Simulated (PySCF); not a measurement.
# Basis and Hamiltonian dependence of the excitation energy of Pd

Pd [Kr] 4d10 (1S) → Pd [Kr] 4d9 5s1 (3D). All values are computed (PySCF 2.14, energy differences of UHF-based or UKS calculations, no spin-orbit coupling). Values in eV.

| basis | Hamiltonian | functions | UHF | r2SCAN | PBE0 | MP2 (valence) | CCSD(T) (valence) | CCSD(T) (valence and next inner shell) |
| --- | --- | --- | --- | --- | --- | --- | --- | --- |
| aug-cc-pVDZ-PP with ECP28MDF | ECP | 54 | -0.031 | 0.613 | 0.776 | 1.218 | 0.892 | n/a |
| def2-TZVPPD with the def2 core potential (28 electrons) | ECP | 56 | -0.105 | 0.527 | 0.698 | 1.160 | 0.850 | 0.721 |
| ANO-RCC-VTZP | spin-free X2C | 68 | -0.057 | 0.770 | 0.891 | 1.320 | 0.966 | 0.898 |
| aug-cc-pwCVDZ-PP with ECP28MDF | ECP | 70 | -0.052 | 0.603 | 0.770 | 1.254 | 0.910 | 0.746 |
| x2c-TZVPPall | spin-free X2C | 79 | -0.063 | 0.755 | 0.863 | 1.260 | 0.914 | 0.824 |
| aug-cc-pVTZ-PP with ECP28MDF | ECP | 88 | -0.091 | 0.569 | 0.742 | 1.274 | 0.922 | n/a |
| def2-QZVPP with the def2 core potential (28 electrons) | ECP | 88 | -0.080 | 0.572 | 0.743 | 1.288 | n/a | n/a |
| x2c-TZVPPall with one added diffuse shell each of s, p, d, f type | spin-free X2C | 95 | -0.064 | 0.756 | 0.863 | 1.309 | 0.945 | 0.859 |
| aug-cc-pVTZ-PP with one added diffuse shell each of s, p, d, f, g type with ECP28MDF | ECP | 113 | -0.092 | 0.569 | 0.741 | 1.278 | n/a | n/a |
| x2c-QZVPPall | spin-free X2C | 118 | -0.080 | 0.735 | 0.853 | 1.314 | n/a | n/a |
| aug-cc-pwCVTZ-PP with ECP28MDF | ECP | 122 | -0.098 | 0.565 | 0.738 | 1.285 | n/a | n/a |
| x2c-QZVPPall with one added diffuse shell each of s, p, d, f, g type | spin-free X2C | 143 | -0.081 | 0.734 | 0.852 | 1.324 | n/a | n/a |
| aug-cc-pV5Z-PP with ECP28MDF | ECP | 197 | -0.106 | n/a | n/a | n/a | n/a | n/a |

Task: Estimate the row for aug-cc-pVTZ-DK (spin-free X2C, 102 functions).

Result: From the rows with the same Hamiltonian and similar size; the calculation gives UHF -0.07; r2SCAN 0.74; PBE0 0.86; MP2 (valence) 1.31; CCSD(T) (valence) 0.94 (eV).

Frozen in the all-electron rows: valence: [Kr]; valence and next inner shell: [Ar] 3d10; with a core potential, the same shells as far as they lie outside it.
